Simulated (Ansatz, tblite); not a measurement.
Adding an electron: Cd2Cl2⁺. Total charge 1; doublet. Geometry: PBE-D4/def2-SVP. Ansatz, gas phase; energy differences of separate SCF runs; the reduced species is a singlet (the triplet lies 2.26 eV higher at PBE0-D4/def2-TZVP).

```xyz
4

Cd    0.6791    0.5096   -0.7509
Cd   -1.9626   -1.4831    2.1430
Cl   -0.2060    0.3464    1.4696
Cl    1.4895    0.6271   -2.8616
```

In the def2 sets Cd takes a core potential; there is no spin–orbit coupling. The xTB rows come from tblite. The structure comes from a short search, and lower isomers may exist.

```csv
level,−HOMO (eV),−LUMO (eV),vertical EA (eV),HOMO–LUMO gap (eV)
GFN1-xTB,–,–,12.71,–
GFN2-xTB,–,–,11.81,–
PBE-D4/def2-TZVP,11.06,10.32,7.60,0.74
r2SCAN-D4/def2-TZVP,11.38,9.90,7.45,1.48
PBE0-D4/def2-TZVP,11.93,9.27,7.37,2.66
```

  HOMO and LUMO are the levels of the spin that leaves or enters (xTB has no such levels and no spin-polarisation term). Other spin states of the ions may lie lower, which would lower the ionisation energy or raise the affinity. Raw xTB energy differences between charge states are shifted by several eV; the methods need an empirical correction for them.
